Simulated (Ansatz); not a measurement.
Cost and result up the ladder for `COc1ccc(-c2cc3sc(-c4cc5sc(-c6cc7sc(-c8ccc(C(F)=C(F)F)cc8)cc7s6)cc5s4)cc3s2)cc1` (60 atoms). Total charge 0; singlet. Geometry: PBE-D4/def2-SVP.

Ansatz on 5 threads of AMD EPYC 7R13 on a shared host and a share (37 GiB) of an NVIDIA H100 80GB HBM3. Times are rough, and most runs start from the orbitals of an earlier one. PBE0-D4/def2-TZVP serves as the yardstick here, not as an exact answer. Differences are given only for rows in sets of like size (and for xTB, whose basis is part of the method), since another set adds its own error. Binding counts from free atoms at the same level (C triplet, O triplet, S triplet, F doublet, H doublet; other spins of the atoms weren't run), without zero-point energy or a counterpoise term.

Single mean-field runs in def2-SVP, def2-TZVP are fitted with def2-universal-jkfit.

```csv
level,functions,wall time
PBE-D4/def2-SVP,711,13 s
PBE0-D4/def2-SVP,711,15 s
PBE-D4/def2-TZVP,1471,20 s
PBE0-D4/def2-TZVP,1471,23 s
r2SCAN-D4/def2-TZVP (with forces),1471,30 s
```

(1) Estimate what each level gives for the binding energy per atom (eV).

Answers

(1) 
```tsv
level	binding energy per atom (eV)	difference from PBE0-D4/def2-TZVP (eV)
PBE-D4/def2-SVP	5.56	–
PBE0-D4/def2-SVP	5.40	–
PBE-D4/def2-TZVP	5.48	0.16
PBE0-D4/def2-TZVP	5.32	0.00
r2SCAN-D4/def2-TZVP (with forces)	5.26	-0.06
```
